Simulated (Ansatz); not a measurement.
Relaxation of CH₈ClNSi₂ (13 atoms, charge 0, multiplicity 1), to a largest force component of 0.015 eV/Å in at most 40 steps.

All numbers below come from RKS B3LYP/def2-SVP in Ansatz.

```xyz
13
Properties=species:S:1:pos:R:3:forces:R:3
N -1.051 0.741 -1.114 -1.09 0.72 -0.34
C -0.647 0.108 0.111 -0.97 1.09 0.62
Si 0.593 1.142 1.024 0.49 0.22 1.28
Si -2.109 -0.126 1.351 0.25 -2.14 -1.32
Cl -3.241 1.528 1.439 -0.77 1.17 0.18
H -0.319 0.959 -1.772 0.59 0.01 -0.08
H -1.744 0.203 -1.623 -0.20 -0.10 -0.08
H -0.224 -0.837 -0.094 0.84 -2.04 0.27
H 1.018 0.436 2.321 -0.17 0.26 -0.60
H 0.029 2.473 1.394 -0.02 -0.04 -0.03
H 1.779 1.346 0.205 0.63 0.15 -0.43
H -1.641 -0.534 2.696 0.07 0.05 0.10
H -2.967 -1.274 0.760 0.35 0.65 0.44
```

Question: Where does it end, and by what steps?

Answer: The forces met the threshold. After 10 steps the energy has fallen by 0.372 eV; H12 moved furthest, 0.58 Å.

```tsv
step	energy less start (eV)	largest force component (eV/Å)	accepted
0	0.0000	2.137	yes
1	-0.2755	0.807	yes
2	-0.3286	0.306	yes
3	-0.3415	0.115	yes
4	-0.3539	0.111	yes
5	-0.3608	0.203	yes
6	-0.3673	0.157	yes
7	-0.3708	0.041	yes
8	-0.3717	0.048	yes
9	-0.3721	0.027	yes
10	-0.3722	0.012	yes
```

```xyz
13
Properties=species:S:1:pos:R:3
N -1.030 0.646 -1.112
C -0.653 0.115 0.202
Si 0.608 1.295 1.013
Si -2.188 -0.194 1.263
Cl -3.069 1.562 1.958
H -0.219 0.751 -1.722
H -1.685 0.032 -1.598
H -0.154 -0.887 0.179
H 1.092 0.706 2.297
H 0.032 2.644 1.258
H 1.767 1.427 0.077
H -1.817 -1.024 2.442
H -3.207 -0.906 0.440
```

Whether the end is a true minimum wasn't checked by a vibrational analysis.

The run took 48 s on 2 threads of Arm Neoverse V1 (shared host), peak memory 0.3 GiB.
